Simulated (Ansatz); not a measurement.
Consider the formal exchange of groups at the Sn–O bond: `C[CH2][Sn]([OH])([Br])[N](C)C` + CH₄ → `C[CH2][Sn]([CH3])([Br])[N](C)C` + H₂O.

Program: Ansatz. Geometries: PBE0-D4/def2-TZVP. ΔE: electronic, gas phase. CCSD(T)/CBS is the MP2 limit (def2-TZVPP, def2-QZVPP) plus CCSD(T) − MP2 in def2-TZVPP, frozen cores. This one scheme is used for every species. Functionals use def2-TZVPP. Elements past krypton have def2 core potentials. For Br, Sn outer-core shells are correlated without core-valence functions, which leaves a few kJ/mol of doubt a bond. Scalar relativity is left out up to krypton. Each species was taken in one conformer, which may not be the lowest.

`C[CH2][Sn]([OH])([Br])[N](C)C`:

Z-matrix (Å, degrees):
```
C
C 1 1.521
H 1 1.093 2 110.6
H 1 1.092 2 111.5 3 119.8
H 1 1.092 2 111.6 3 -119.8
Sn 2 2.129 1 112.0 3 -179.4
H 2 1.092 1 112.1 3 60.3
H 2 1.093 1 111.5 3 -60.5
Br 6 2.489 2 112.8 1 -51.2
O 6 1.969 2 107.1 1 62.6
N 6 2.009 2 114.5 1 -171.3
H 10 0.960 6 113.1 2 -143.9
C 11 1.443 6 119.7 2 173.2
C 11 1.444 6 117.7 2 -42.9
H 13 1.092 11 110.6 6 -36.5
H 13 1.098 11 109.8 6 -154.7
H 13 1.101 11 113.2 6 85.3
H 14 1.098 11 109.9 6 153.3
H 14 1.094 11 111.0 6 35.1
H 14 1.102 11 113.5 6 -86.6
```

CH₄:

Cartesian coordinates in Å:
```
C 0.000 0.000 0.000
H -0.163 -0.121 1.071
H -0.143 1.045 -0.274
H -0.710 -0.620 -0.548
H 1.016 -0.305 -0.249
```

`C[CH2][Sn]([CH3])([Br])[N](C)C`:

Z-matrix (Å, degrees):
```
C
C 1 1.521
H 1 1.094 2 111.0
H 1 1.092 2 111.8 3 -120.2
H 1 1.092 2 111.3 3 120.0
Sn 2 2.140 1 112.4 3 -179.5
H 2 1.093 1 111.5 3 -59.9
H 2 1.094 1 111.7 3 59.6
Br 6 2.505 2 107.4 1 54.6
C 6 2.137 2 118.8 1 172.4
N 6 2.020 2 107.8 1 -56.2
H 10 1.090 6 108.9 2 -179.8
H 10 1.091 6 110.0 2 60.3
H 10 1.090 6 109.6 2 -60.3
C 11 1.440 6 119.5 2 171.3
C 11 1.440 6 119.3 2 -42.0
H 15 1.093 11 110.6 6 -34.6
H 15 1.099 11 110.2 6 -152.9
H 15 1.103 11 113.5 6 87.1
H 16 1.094 11 111.1 6 32.9
H 16 1.104 11 113.7 6 -88.6
H 16 1.099 11 110.3 6 151.3
```

H₂O:

```xyz
3

O     0.231   -0.205   -0.236
H     0.488    0.298    0.540
H    -0.719   -0.092   -0.304
```

```csv
level,ΔE (kJ/mol)
B2PLYP,57.4
r2SCANh,55.6
```

(1) What does CCSD(T)/CBS give? (Estimate.)

Largest T1 diagnostic among the species: 0.011.

Answers

(1) Ansatz gave: +44.7 kJ/mol. The listed levels differ from it by 12.7, 10.9 kJ/mol.

Leaving LDA and LC-ωPBE aside and taking each functional with its dispersion term where it has one, the values, not all of them listed here, spread over 16.4 kJ/mol, from HSE06-D4 to B97M-V. LDA lies −8.9 kJ/mol from PBE without D4. From r2SCAN to r2SCAN0 (25 % exact exchange), in def2-TZVPP and without D4, ΔE moves by −6.4 kJ/mol. In def2-TZVPP, CCSD(T) changes the Hartree–Fock value by −14.6 kJ/mol (the triples alone add +0.0 kJ/mol) and MP2 by −16.9 kJ/mol.
